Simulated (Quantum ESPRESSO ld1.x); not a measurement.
Input (ld1.x (Quantum ESPRESSO 7.5)):

```
 &input
    atom='Sm',
    iswitch=1,
    rel=2,
    dft='PBE',
    config='[Xe] 4f4.5 6p0.5',
    rel_dist='energy',
    verbosity='high',
    lsmall=.true.,
    prefix='ld1',
    max_out_wfc=37,
    file_charge='ld1.rho',
 /
```

It prints (banner and zero overlaps left out):

```
     Program LD1 v.7.5 starts

     --------------------------- All-electron run ----------------------------

     dirac relativistic calculation

     atomic number is 62.00
     dft =PBE   lsd =0 sic =0 latt =0  beta=0.20 tr2=1.0E-14
     Exchange-correlation= PBE
                           (   1   4   3   4   0   0   0)
     mesh =2093 r(mesh) = 100.37023 a.u. xmin = -8.00 dx = 0.00800
     1 Ry =  13.60569312 eV, c = 137.03599908

     n l j   nl                  e(Ry)          e(Ha)          e(eV)
     Spin orbit split results
     1 0 0.5 1S 1( 2.00)   -3430.190042172   -1715.095021086 -46670.1130673
     2 0 0.5 2S 1( 2.00)    -562.544596804    -281.272298402  -7653.8091521
     2 1 0.5 2P 1( 2.00)    -533.299799614    -266.649899807  -7255.9134161
     2 1 1.5 2P 1( 4.00)    -488.995397687    -244.497698843  -6653.1213195
     3 0 0.5 3S 1( 2.00)    -125.469194228     -62.734597114  -1707.0953531
     3 1 0.5 3P 1( 2.00)    -112.895443205     -56.447721602  -1536.0207552
     3 1 1.5 3P 1( 4.00)    -103.926383773     -51.963191886  -1413.9904850
     4 0 0.5 4S 1( 2.00)     -27.139388829     -13.569694414   -369.2501959
     4 1 0.5 4P 1( 2.00)     -22.312776880     -11.156388440   -303.5807950
     4 1 1.5 4P 1( 4.00)     -20.329601443     -10.164800721   -276.5983185
     3 2 1.5 3D 1( 4.00)     -82.137004844     -41.068502422  -1117.5308819
     3 2 2.5 3D 1( 6.00)     -80.190007599     -40.095003800  -1091.0406349
     5 0 0.5 5S 1( 2.00)      -5.494484619      -2.747242309    -74.7562716
     5 1 0.5 5P 1( 2.00)      -4.125978253      -2.062989126    -56.1367939
     5 1 1.5 5P 1( 4.00)      -3.824551522      -1.912275761    -52.0356743
     4 2 1.5 4D 1( 4.00)     -12.382234483      -6.191117242   -168.4688826
     4 2 2.5 4D 1( 6.00)     -12.025284359      -6.012642180   -163.6123287
     4 3 2.5 4F 1( 4.50)      -2.788068305      -1.394034153    -37.9336018
     4 3 3.5 4F 1( 0.00)      -2.741969990      -1.370984995    -37.3064022
     6 1 0.5 6P 1( 0.50)      -1.380004083      -0.690002041    -18.7759121
     6 1 1.5 6P 1( 0.00)      -1.325447125      -0.662723562    -18.0336268
     Averaged results
     1 0     1S 1( 2.00)   -3430.190042172   -1715.095021086 -46670.1130673
     2 0     2S 1( 2.00)    -562.544596804    -281.272298402  -7653.8091521
     2 1     2P 1( 6.00)    -503.763531663    -251.881765831  -6854.0520184
     3 0     3S 1( 2.00)    -125.469194228     -62.734597114  -1707.0953531
     3 1     3P 1( 6.00)    -106.916070250     -53.458035125  -1454.6672417
     4 0     4S 1( 2.00)     -27.139388829     -13.569694414   -369.2501959
     4 1     4P 1( 6.00)     -20.990659922     -10.495329961   -285.5924773
     3 2     3D 1(10.00)     -80.968806497     -40.484403249  -1101.6367337
     5 0     5S 1( 2.00)      -5.494484619      -2.747242309    -74.7562716
     5 1     5P 1( 6.00)      -3.925027099      -1.962513549    -53.4027142
     4 2     4D 1(10.00)     -12.168064409      -6.084032204   -165.5549502
     4 3     4F 1( 4.50)      -2.761726411      -1.380863205    -37.5752020
     6 1     6P 1( 0.50)      -1.343632777      -0.671816389    -18.2810552

     final scf error:  5.6E-15 reached in  29 iterations

     Etot =  -20865.515697 Ry,  -10432.757848 Ha, -283889.803420 eV

     Ekin =   22628.569360 Ry,   11314.284680 Ha,  307877.370531 eV
     Encl =  -50973.736832 Ry,  -25486.868416 Ha, -693533.020666 eV
     Eh   =    7949.858279 Ry,    3974.929140 Ha,  108163.332121 eV
     Exc  =    -470.206505 Ry,    -235.103252 Ha,   -6397.485406 eV

     normalization and overlap integrals

     s(1S/1S) =  1.000000  <r> =   0.0227  <r2> =    0.0007  r(max) =   0.0145
     LC norm =  0.94686978 + SC norm =  0.05313022 =  1.00000000
     s(2S/2S) =  1.000000  <r> =   0.0965  <r2> =    0.0110  r(max) =   0.0825
     LC norm =  0.98833113 + SC norm =  0.01166887 =  1.00000000
     s(2P/2P) =  1.000000  <r> =   0.0807  <r2> =    0.0080  r(max) =   0.0628
     LC norm =  0.98828580 + SC norm =  0.01171420 =  1.00000000
     s(2P/2P) =  1.000000  <r> =   0.0874  <r2> =    0.0093  r(max) =   0.0681
     LC norm =  0.98908802 + SC norm =  0.01091198 =  1.00000000
     s(3S/3S) =  1.000000  <r> =   0.2546  <r2> =    0.0742  r(max) =   0.2334
     LC norm =  0.99634231 + SC norm =  0.00365769 =  1.00000000
     s(3P/3P) =  1.000000  <r> =   0.2442  <r2> =    0.0694  r(max) =   0.2207
     LC norm =  0.99640206 + SC norm =  0.00359794 =  1.00000000
     s(3P/3P) =  1.000000  <r> =   0.2570  <r2> =    0.0766  r(max) =   0.2334
     LC norm =  0.99662508 + SC norm =  0.00337492 =  1.00000000
     s(4S/4S) =  1.000000  <r> =   0.5778  <r2> =    0.3769  r(max) =   0.5406
     LC norm =  0.99884387 + SC norm =  0.00115613 =  1.00000000
     s(4P/4P) =  1.000000  <r> =   0.5915  <r2> =    0.3981  r(max) =   0.5449
     LC norm =  0.99891650 + SC norm =  0.00108350 =  1.00000000
     s(4P/4P) =  1.000000  <r> =   0.6200  <r2> =    0.4371  r(max) =   0.5717
     LC norm =  0.99899315 + SC norm =  0.00100685 =  1.00000000
     s(3D/3D) =  1.000000  <r> =   0.2287  <r2> =    0.0616  r(max) =   0.1865
     LC norm =  0.99674627 + SC norm =  0.00325373 =  1.00000000
     s(3D/3D) =  1.000000  <r> =   0.2326  <r2> =    0.0636  r(max) =   0.1895
     LC norm =  0.99681073 + SC norm =  0.00318927 =  1.00000000
     s(5S/5S) =  1.000000  <r> =   1.3625  <r2> =    2.0806  r(max) =   1.2422
     LC norm =  0.99973842 + SC norm =  0.00026158 =  1.00000000
     s(5P/5P) =  1.000000  <r> =   1.5048  <r2> =    2.5523  r(max) =   1.3456
     LC norm =  0.99978544 + SC norm =  0.00021456 =  1.00000000
     s(5P/5P) =  1.000000  <r> =   1.5815  <r2> =    2.8181  r(max) =   1.4118
     LC norm =  0.99980415 + SC norm =  0.00019585 =  1.00000000
     s(4D/4D) =  1.000000  <r> =   0.6600  <r2> =    0.5051  r(max) =   0.5809
     LC norm =  0.99915008 + SC norm =  0.00084992 =  1.00000000
     s(4D/4D) =  1.000000  <r> =   0.6700  <r2> =    0.5204  r(max) =   0.5903
     LC norm =  0.99917062 + SC norm =  0.00082938 =  1.00000000
     s(4F/4F) =  1.000000  <r> =   0.8727  <r2> =    0.9674  r(max) =   0.5998
     LC norm =  0.99950643 + SC norm =  0.00049357 =  1.00000000
     s(4F/4F) =  1.000000  <r> =   0.8816  <r2> =    0.9880  r(max) =   0.6046
     LC norm =  0.99951391 + SC norm =  0.00048609 =  1.00000000
     s(6P/6P) =  1.000000  <r> =   3.5991  <r2> =   14.4198  r(max) =   3.3230
     LC norm =  0.99995336 + SC norm =  0.00004664 =  1.00000000
     s(6P/6P) =  1.000000  <r> =   3.7361  <r2> =   15.5291  r(max) =   3.4864
     LC norm =  0.99995602 + SC norm =  0.00004398 =  1.00000000

     LC charge = 58.72230127 + SC charge =  0.27769873 = 59.00000000

     ------------------------ End of All-electron run ------------------------
```

Run on one thread of a shared host, so times are rough (Intel(R) Xeon(R) Processor @ 2.60GHz): 0.6 s of CPU time, 1.8 s wall, 29 iterations on 2093 mesh points.
